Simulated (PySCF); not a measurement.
**Cl: excitation energy**

Cl [Ne] 3s2 3p5 (2P) → Cl [Ne] 3s2 3p4 4s1 (4P), as a difference of total energies. Calculation: PySCF 2.14, in aug-cc-pV(Q+d)Z with one added diffuse shell each of s, p, d, f, g type (8s7p6d4f3g, 114 functions); no relativity, point nucleus. Correlated levels: valence: [Ne] frozen. The calculations carry no spin-orbit coupling.

**Question.** Order these methods by the excitation energy they give, lowest first.
A. M06-L
B. B3LYP
C. PBE
D. LDA

**Answer.** C (71211 cm⁻¹), B (72135 cm⁻¹), D (72459 cm⁻¹), A (76437 cm⁻¹).

Errors of the correlated levels include the incompleteness of this basis and the frozen core.

The promoted electron is Rydberg-like, and one or two diffuse shells describe it only roughly, which tends to raise the upper state.

For comparison: 71986 cm⁻¹ (measured; NIST levels, between the centres of gravity of the two terms).
